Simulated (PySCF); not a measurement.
# Polarisability and C₆ of Cs⁻ (caesium, charge -1)

[Xe] 6s2, closed-shell 1S. Computed with PySCF 2.14 in aug-cc-pVDZ-X2C (8s7p5d, 54 functions), with the spin-free X2C one-electron Hamiltonian (Gaussian nucleus). Coupled (time-dependent) response in atomic units; α is the mean over directions. A double-zeta set is small for polarisabilities.

| method | mean α (bohr³) | C₆ (like pair) | S(−4) |
| --- | --- | --- | --- |
| UHF | 2984 | 154500 | 6505000 |
| wB97M-V | 1691 | 58650 | 2769000 |

S(−4) is the Cauchy moment in α(ω) = α(0) + S(−4) ω² + …

α(iu) at wB97M-V:

```tsv
u (hartree)	α(iu) (bohr³)
0	1691
0.0500	423.8
0.100	155.6
0.200	52.83
0.300	29.37
0.500	14.69
0.750	8.247
1.00	5.248
1.50	2.608
2.00	1.536
3.00	0.7081
5.00	0.2602
```

For an ion, C₆ is the dispersion term alone; charge-induced terms of lower order in 1/R come first.

Spin-orbit coupling, which splits the p, d and f shells strongly at this Z, is absent. The outer electron is barely bound at this level, so radii and moments hang on the diffuse functions.
